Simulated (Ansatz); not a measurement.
Computed with Ansatz on PBE0-D4/def2-TZVP structures; ΔE is electronic, products minus reactants. CCSD(T)/CBS adds triple-zeta CCSD(T) − MP2 to the extrapolated MP2 energy (def2 sets, frozen cores). This one scheme is used for every species. Functionals use def2-TZVPP. B3LYP here is the variant with VWN-RPA as its local correlation; programs differ in this. Each species was taken in one conformer, which may not be the lowest.

Reaction (ligand exchange at a B–S bond): `CSSB(O)O` + H₂S → `OB(O)S` + `CSS`

Is it downhill or uphill in electronic energy at CCSD(T)/CBS, and by how much? (Best estimate.)

Computed: Uphill: ΔE = +3.8 kcal/mol.

What do these levels give: revPBE-D4, r2SCAN-D4, B3LYP-D4, CAM-B3LYP-D4, revPBE, BLYP, r2SCAN, LC-ωPBE, CCSD/def2-SVP, SCS-MP2/def2-TZVPP, CCSD(T)/def2-TZVPP, CCSD/CBS(def2)? (Best estimate.)

Computed: revPBE-D4 4.6, r2SCAN-D4 3.8, B3LYP-D4 3.9, CAM-B3LYP-D4 3.7, revPBE 2.3, BLYP 2.2, r2SCAN 3.5, LC-ωPBE 2.9, CCSD/def2-SVP 4.6, SCS-MP2/def2-TZVPP 3.6, CCSD(T)/def2-TZVPP 4.0, CCSD/CBS(def2) 3.0 kcal/mol.

What do rigid-rotor, harmonic-oscillator terms from PBE0-D4/def2-TZVP frequencies (298.15 K, 1 bar) make of the CCSD(T)/CBS value? (Best estimate.)

Ansatz gave: ΔZPE = +0.8 kcal/mol, ΔH = +4.0 kcal/mol, ΔS = 19 J/(mol·K), ΔG = +2.7 kcal/mol.

Largest T1 diagnostic among the species: 0.013.

Leaving LDA and LC-ωPBE aside and taking each functional with its dispersion term where it has one, the values, not all of them listed here, spread over 1.4 kcal/mol, from B2PLYP to revPBE-D4. LDA lies +2.2 kcal/mol from PBE without D4. The D4 term adds +1.7 kcal/mol with B3LYP and +1.0 kcal/mol with PBE0; it sums over pairs of atoms, weighted by their polarisabilities, and B3LYP, whose exchange is more repulsive, gets the larger term. In def2-TZVPP, CCSD(T) changes the Hartree–Fock value by +3.5 kcal/mol (the triples alone add +0.8 kcal/mol) and MP2 by +4.0 kcal/mol.
